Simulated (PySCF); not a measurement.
Two species compared at the same levels of theory.

First species: C7H9ClO2.
SMILES: `C=C[C@@]1(OC)C[C@@H]1C(=O)Cl`

Second species: C₇H₉ClO₂.
Geometry (GFN2-xTB, Å), atoms numbered from 1 in this order:
```xyz
19
C7H9ClO2 angstrom
C     -1.9644    1.6577    0.6903
C     -1.4617    0.4731    0.9959
C     -0.6662   -0.3944    0.0945
C     -0.3023   -1.6764    0.7102
O     -0.3905   -1.9595    1.8651
Cl     0.3466   -2.8855   -0.4102
C     -0.8159   -0.2673   -1.4131
C      0.3983    0.3111   -0.8069
O      1.6124   -0.2686   -1.0534
C      2.5721   -0.0376   -0.0432
H     -1.8460    2.1184   -0.2764
H     -2.5280    2.2208    1.4126
H     -1.6078    0.0596    1.9836
H     -0.6892   -1.1683   -1.9921
H     -1.5923    0.3940   -1.7639
H      0.4381    1.3874   -0.6317
H      2.7255    1.0358    0.1155
H      2.2650   -0.4962    0.9033
H      3.4963   -0.4950   -0.3875
```

Levels: PBE0/pcSseg-1 for dipole moment, HOMO energy, LUMO energy and HOMO–LUMO gap; GFN2-xTB for rotational constant A and rotational constant C. Geometries: GFN2-xTB. All species are isolated and taken at one optimised geometry, non-relativistic unless stated; the electronic structure was computed with PySCF and density fitting.

The conformers computed, where there is a choice (atom-mapped SMILES and torsion angles):
- `[CH2:1]=[CH:2][C@@:3]1([O:4][CH3:5])[CH2:6][C@@H:7]1[C:8](=[O:9])[Cl:10]`: C1–C2–C3–O4 -20°, C2–C3–O4–C5 -70°, C6–C7–C8–O9 163°
- `[CH2:1]=[CH:2][C@@:3]1([C:4](=[O:5])[Cl:6])[CH2:7][C@@H:8]1[O:9][CH3:10]`: C1–C2–C3–C4 -177°, C2–C3–C4–O5 -13°, C7–C8–O9–C10 -154°

Values for the first species:

- Dipole moment: 3.41 D
- HOMO energy: -7.54 eV
- LUMO energy: -1.21 eV
- HOMO–LUMO gap: 6.33 eV
- Rotational constant A: 2.037 GHz
- Rotational constant C: 0.739 GHz

Task: Estimate the same properties for the second species, and the change in each.

Result: 
```
             property      first     second  second less first
        dipole moment     3.41 D     3.34 D            -0.07 D
          HOMO energy   -7.54 eV   -7.27 eV           +0.27 eV
          LUMO energy   -1.21 eV   -1.01 eV           +0.20 eV
        HOMO–LUMO gap    6.33 eV    6.26 eV           -0.07 eV
rotational constant A  2.037 GHz  1.406 GHz         -0.631 GHz
rotational constant C  0.739 GHz  0.797 GHz         +0.058 GHz
```

On the first: The dipole equals about 11.4 × 10⁻³⁰ C·m (1 D = 3.33564 × 10⁻³⁰ C·m).

On the second: The dipole equals about 11.1 × 10⁻³⁰ C·m (1 D = 3.33564 × 10⁻³⁰ C·m). A dipole of 3.34 D is allowed in C1, and pure rotational transitions are dipole-allowed.
